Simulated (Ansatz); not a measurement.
Molecule: sum formula H3SiO3, net charge 0, doublet state. It need not be the lowest isomer of its formula. 
Coordinates optimised at B3LYP-D3(BJ)/def2-TZVP (Ansatz, an electronic-structure program):
```xyz
7

Si    -0.0585    -0.0377     0.3615
O     -0.8689     1.2701    -0.2270
O     -0.5742    -1.3722    -0.4551
O      1.5457     0.1681     0.0489
H     -0.6334     2.1348     0.1220
H     -1.5100    -1.5895    -0.4086
H      2.1425    -0.5458     0.2917
```
Charge 0, spin multiplicity 2.

Computed values are from Ansatz. Correlated levels leave the core frozen unless marked. Open shells are spin-unrestricted. No spin-orbit coupling. Non-relativistic. CBS(X,Y): correlation extrapolated as X^-3; Hartree-Fock from the larger set (for Q and 5 zeta extrapolated as (X+1)exp(-9√X)).

```
Property                                                                Value
---------------------  ------------------------------------------------------
atomisation energy De  655.2 kcal/mol at CCSD(T)/CBS(cc-pV(Q+d)Z,cc-pV(5+d)Z)
total energy             -516.5013 Eh at CCSD(T)/CBS(cc-pV(Q+d)Z,cc-pV(5+d)Z)
dipole moment                               1.37 D at CCSD(T)/aug-cc-pV(D+d)Z
T1 diagnostic                                       0.014 at CCSD/cc-pV(5+d)Z
```
